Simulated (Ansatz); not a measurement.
Consider the redistribution: `N[SiH2][SiH](F)[SiH3]` + `[SiH3]SS` → `N[SiH2]SS` + `F[SiH]([SiH3])[SiH3]`.

Gas-phase electronic energies from Ansatz, PBE0-D4/def2-TZVP geometries. CCSD(T)/CBS is the MP2 limit (def2-TZVPP, def2-QZVPP) plus CCSD(T) − MP2 in def2-TZVPP, frozen cores. Functionals use def2-TZVPP. Each species was taken in one conformer, which may not be the lowest.

```csv
level,ΔE (kJ/mol)
PBE0-D4,-24.1
r2SCAN,-24.2
MP2/def2-TZVPP,-24.6
CCSD/CBS(def2),-23.7
```

Problem. What does CCSD(T)/CBS give? (Best estimate.)

Solution. Ansatz gave: -24.2 kJ/mol. The listed levels differ from it by 0.1, 0.0, -0.4, 0.5 kJ/mol.

Largest T1 diagnostic among the species: 0.013.
